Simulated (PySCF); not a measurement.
# What a mistake does to a calculation on CFH4NSi

Calculated results; nothing here was measured. They come from PySCF 2.14.0, an open-source quantum chemistry program, on an isolated molecule that a program drew, which may never have been made. The molecule is CFH4NSi (charge 0, singlet), drawn as the SMILES string `CN[Si]F`.

Each row is a Hartree-Fock (HF) and frozen-core CCSD(T) single point in the cc-pV(D+d)Z basis, meant for a local HF minimum. Run 1 is clean. Each other run has one planted mistake out of seven kinds, and not every kind appears here: one electron removed, one electron added, multiplicity raised by two, geometry at a saddle point, minimal basis STO-3G, one bond length entered in bohr, all coordinates scaled. The reference is restricted for singlets and unrestricted otherwise, and also for a bond in bohr. Adding or removing an electron swaps singlet and doublet. Electrons count all cores. HOMO and LUMO are orbital energies over both spins, the gradient is its largest component, and the lowest frequency (negative if imaginary) is given only where the gradient is small. Bond lengths are over the 7 bonds as drawn. T1 is the CCSD diagnostic: over 0.02 (restricted) or 0.045 (unrestricted) a single reference is doubtful.

Geometry of the clean run:
```xyz
8
CFH4NSi, angstrom
C    -1.1944   -0.5449   -0.0460
N    -0.9880   -1.7765   -0.7947
Si    0.1308   -3.0331   -0.5962
F     0.9369   -2.4594    0.7113
H    -1.0590    0.3320   -0.6836
H    -2.1995   -0.5065    0.3806
H    -0.4740   -0.4944    0.7658
H    -1.6290   -1.8843   -1.5609
```

```
run,electrons,basis functions,<S^2>,HOMO (eV),LUMO (eV),gradient (hartree/bohr),lowest frequency (cm^-1),mean bond (Å),longest bond (Å),T1,HF (hartree),CCSD(T) (hartree),mistake
1,40,85,0.000,-9.62,2.33,2.0e-05,157,1.2952,1.694,0.0142,-483.08452,-483.71878,no fault
2,40,28,0.000,-6.49,7.57,1.9e-02,-,1.2952,1.694,0.0182,-477.12745,-477.32234,minimal basis STO-3G
3,40,85,2.005,-6.67,0.16,2.3e-02,-,1.2952,1.694,0.0149,-482.98737,-483.58947,multiplicity raised by two
4,40,85,0.000,-9.98,1.92,4.8e-02,-,1.3651,1.786,0.0167,-483.06335,-483.70929,all coordinates scaled
5,41,85,0.778,0.96,9.17,6.6e-02,-,1.2952,1.694,0.0143,-483.02353,-483.65562,one electron added
6,40,85,0.937,-7.21,1.71,7.4e-03,-,1.5036,3.098,0.0795,-482.93193,-483.54502,?
```

**Which mistake was planted in run 6, and what did it cost?**

The mean bond changes by a factor of 1.161 and the longest by 1.829, so the molecule wasn't scaled as a whole. A length L in bohr read as angstrom grows by (1/0.5292 - 1) L = 0.890 L. The 7 bonds together grew by 7 x 0.2084 = 1.459 Å, which gives L = 1.640 Å. That is bond Si3-F4, 1.640 Å in the clean geometry. So the mistake is: one bond length entered in bohr. Subtracting run 1 and multiplying by 627.51 kcal/mol a hartree, the energy moved by 95.8 kcal/mol in HF and 109.0 kcal/mol in CCSD(T).

Cautions from the logs. Run 5: the HOMO is above zero, so the electron isn't bound and the energy depends on the basis; run 6: T1 is over the limit, so its CCSD(T) energy is less reliable.
